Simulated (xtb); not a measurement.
CH5AlO2, SMILES [CH3][Al]([OH])[OH]. All values are semi-empirical tight-binding results from xtb (GFN2-xTB unless named), good for trends rather than for accurate numbers. Coordinates come from a GFN2-xTB optimisation. The isomer is the one that the SMILES or the coordinates give; other isomers of the formula were not compared. The values are those of a single conformer.

Optimised geometry:

Bonds (Å): Al1–C2 1.993, Al1–O6 1.647, Al1–O8 1.647, C2–H3 1.088, C2–H4 1.087, C2–H5 1.088, O6–H7 0.945, O8–H9 0.945. Angles (°): C2–Al1–O6 118.7, C2–Al1–O8 117.3, O6–Al1–O8 124.0, Al1–C2–H3 110.9, Al1–C2–H4 111.6, Al1–C2–H5 111.0, H3–C2–H4 108.2, H3–C2–H5 106.7, H4–C2–H5 108.4, Al1–O6–H7 179.1, Al1–O8–H9 177.2.

For metal compounds this method's bond lengths and energies can be far off.

The orbital gap comes out as 4.75 eV and the zero-point energy comes out as 37.7 kcal/mol. The G − E(el) at 298.15 K (modified RRHO) comes out as 18.3 kcal/mol.

Computed atomic charges and the Wiberg bond orders between heavy atoms:
charges (e) Al1 0.37, C2 -0.19, H3 0.05, H4 0.05, H5 0.05, O6 -0.47, H7 0.30, O8 -0.47, H9 0.30. Bond orders Al1–C2 1.02, Al1–O6 1.34, Al1–O8 1.34.
